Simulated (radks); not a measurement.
Gd III, configuration [Xe] 4f7 5d0.75 6p0.25 (fractional occupations, a model configuration).

Method: Dirac Kohn-Sham, PBE, spin-unpolarised, spherical densities, finite nucleus; open shells are shared between the two j in proportion to 2j + 1; Fermi nuclear charge, rms radius 5.1569 fm; computed with a radial shooting solver on a logarithmic mesh with Libxc functionals.

Energy parts (eV):
| part | energy |
|---|---|
| total | -306903.55 |
| kinetic | 334619.17 |
| electron-nucleus | -752970.44 |
| Hartree | 118235.04 |
| exchange-correlation | -6787.32 |

Orbitals (lengths in bohr, moments of r in powers of bohr):
orbital       occ.  eigenvalue (eV)      <r^4>
1s1/2            2        -50057.17  1.141e-06
2s1/2            2        -8273.494  0.0001809
2p1/2            2        -7857.335  0.0001119
2p3/2            4        -7161.495  0.0001470
3s1/2            2        -1845.589   0.007028
3p1/2            2        -1665.123   0.006390
3p3/2            4        -1522.380   0.007835
3d3/2            4        -1210.593   0.005674
3d5/2            6        -1179.494   0.006043
4s1/2            2        -383.5025     0.1732
4p1/2            2        -313.2166     0.1972
4p3/2            4        -281.4513     0.2414
4d3/2            4        -165.6208     0.3453
4d5/2            6        -159.8771     0.3687
4f5/2            3         -23.8047      2.451
4f7/2            4         -23.0465      2.627
5s1/2            2         -64.3514      5.846
5p1/2            2         -44.9530      9.592
5p3/2            4         -40.5503      12.18
5d3/2          0.3         -16.0654      68.14
5d5/2         0.45         -15.6949      73.70
6s1/2            0         -15.4916      237.5
6p1/2    0.0833333         -11.5562      472.9
6p3/2     0.166667         -10.9902      562.0
6d3/2            0          -6.2428       2504
6d5/2            0          -6.1745       2606

The highest occupied level is 6p3/2 at -10.990 eV. The configuration is held as typed, so some empty levels lie below it. The electron density at the nucleus is 6.285e+05 e/bohr^3.
